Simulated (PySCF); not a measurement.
# [OsS3]+: one-bond stretch

Computed with UPBE in PySCF with Os def2-SVP with ECP60, S def2-SVP; scalar-relativistic core potentials, no spin–orbit coupling; density-fitted integrals.

Rigid scan from the doublet minimum (Os–S 2.100 Å (×3); S–Os–S 112.3° (×3)). Coordinate: the bond from Os to the last atom (S) scaled, the rest fixed. Energies in kJ/mol from the minimum.

Problem. Predict the curve at 0.92, 0.96, 1.00, 1.05, 1.12, 1.20, 1.35, 1.55, 1.80, 2.20.

Solution. 
| scale of one bond | E (kJ/mol) | dipole size (D, about the centre of mass) | ⟨S²⟩ |
| --- | --- | --- | --- |
| 0.92 | 50.4 | 0.40 | 0.75 |
| 0.96 | 10.9 | 0.22 | 0.75 |
| 1.00 | 0.0 | 0.14 | 0.75 |
| 1.05 | 12.6 | 0.21 | 0.75 |
| 1.12 | 57.9 | 0.35 | 0.76 |
| 1.20 | 125.3 | 0.38 | 0.81 |
| 1.35 | 224.4 | 1.29 | 1.48 |
| 1.55 | 310.6 | – | 1.69 |
| 1.80 | 366.8 | – | 1.90 |
| 2.20 | 394.2 | – | 1.99 |

Spin contamination is strong at 1.35, 1.55, 1.80, 2.20, so these points are less reliable.

Open d and f shells are described by one determinant, and the ground state may have another occupation or spin. No spin–orbit coupling is included, which matters more the heavier the element.

Other isomers or separated fragments may lie lower.
